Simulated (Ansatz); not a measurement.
Reaction (SMILES): [NH-][Si](N)(O)O -> N[Si](N)([O-])O
Each molecule is optimised on its own at B3LYP-D3(BJ)/def2-TZVP (Ansatz, a program for electronic structure), one conformer each, not searched for the lowest. Frequencies are from Ansatz.

Property: isomerisation energy (enthalpy at 298 K, with B3LYP-D3(BJ) rigid-rotor harmonic-oscillator terms), in eV. Cores are frozen in the correlated levels unless marked. No spin-orbit coupling. Non-relativistic. Anions need diffuse functions: aug- sets have them; def2-D sets add few; the other sets have none. CBS marks a two-point X^-3 extrapolation of the correlation energy; Hartree-Fock from the larger set. [CCSD(T)-MP2]/basis is that difference in the basis named.

```csv
level,program,isomerisation energy (eV)
HF/cc-pwCVTZ,Ansatz,-0.76
HF/aug-cc-pV(Q+d)Z,Ansatz,-0.71
SVWN5/def2-TZVPD,Ansatz,-0.64
revPBE-D4/def2-TZVPD,Ansatz + dftd4,-0.69
B3LYP/def2-TZVPD,Ansatz,-0.71
r2SCANh-D4/def2-TZVPD,Ansatz + dftd4,-0.68
CAM-B3LYP-D3(BJ)/def2-TZVPD,Ansatz + dftd3,-0.72
```

Q: Estimate the value at RI-MP2/CBS(aug-cc-pV(T+d)Z,aug-cc-pV(Q+d)Z)+[CCSD(T)-MP2]/aug-cc-pV(T+d)Z as computed with Ansatz.

A: -0.67 eV
